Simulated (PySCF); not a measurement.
`ClC1=C/C=C\C=C/C=C\1`, C8H7Cl

Molfile (atoms numbered from 1):
```
C8H7Cl
     RDKit          3D

 16 16  0  0  0  0  0  0  0  0999 V2000
    2.9870    0.2351    1.4033 Cl  0  0  0  0  0  0  0  0  0  0  0  0
    1.6052   -0.0359    0.3717 C   0  0  0  0  0  0  0  0  0  0  0  0
    1.1190   -1.2625    0.2334 C   0  0  0  0  0  0  0  0  0  0  0  0
   -0.0020   -1.6109   -0.6426 C   0  0  0  0  0  0  0  0  0  0  0  0
   -1.2229   -1.0924   -0.5772 C   0  0  0  0  0  0  0  0  0  0  0  0
   -1.6813   -0.0818    0.3789 C   0  0  0  0  0  0  0  0  0  0  0  0
   -1.1741    1.1351    0.5405 C   0  0  0  0  0  0  0  0  0  0  0  0
   -0.0566    1.7031   -0.2154 C   0  0  0  0  0  0  0  0  0  0  0  0
    1.1621    1.1843   -0.3086 C   0  0  0  0  0  0  0  0  0  0  0  0
    1.5912   -2.0916    0.7448 H   0  0  0  0  0  0  0  0  0  0  0  0
    0.2039   -2.4134   -1.3411 H   0  0  0  0  0  0  0  0  0  0  0  0
   -1.9984   -1.4805   -1.2277 H   0  0  0  0  0  0  0  0  0  0  0  0
   -2.5638   -0.3660    0.9410 H   0  0  0  0  0  0  0  0  0  0  0  0
   -1.6494    1.8235    1.2297 H   0  0  0  0  0  0  0  0  0  0  0  0
   -0.2672    2.6527   -0.6940 H   0  0  0  0  0  0  0  0  0  0  0  0
    1.9397    1.7099   -0.8484 H   0  0  0  0  0  0  0  0  0  0  0  0
  1  2  1  0
  2  3  2  0
  3  4  1  0
  4  5  2  0
  5  6  1  0
  6  7  2  0
  7  8  1  0
  8  9  2  0
  9  2  1  0
  3 10  1  0
  4 11  1  0
  5 12  1  0
  6 13  1  0
  7 14  1  0
  8 15  1  0
  9 16  1  0
M  END
```

The calculation used quadratic response LC-wPBE/def2-SVPD first hyperpolarisability, Taylor convention, gas phase (PySCF). Geometry: GFN2-xTB.

(1) Give the tensor of the second harmonic β(−2ω;ω,ω) at 1064 nm in the axes of these coordinates.

Answers

(1) In au, Taylor convention; rows are the first index (the induced dipole):
```
      xx     yy     zz     xy     xz     yz
x  +36.3   -1.5  +13.5  +22.5  +13.8  +32.0
y  +23.7   +3.6  +12.6   -0.1  +32.3  +17.1
z  +14.0  +15.6  +14.6  +30.7  +13.6  +12.1
```
Norm of βᵢ = ⅓ Σⱼ (βᵢⱼⱼ + βⱼᵢⱼ + βⱼⱼᵢ): 77.2 au, hyper-Rayleigh value 39.4 au.
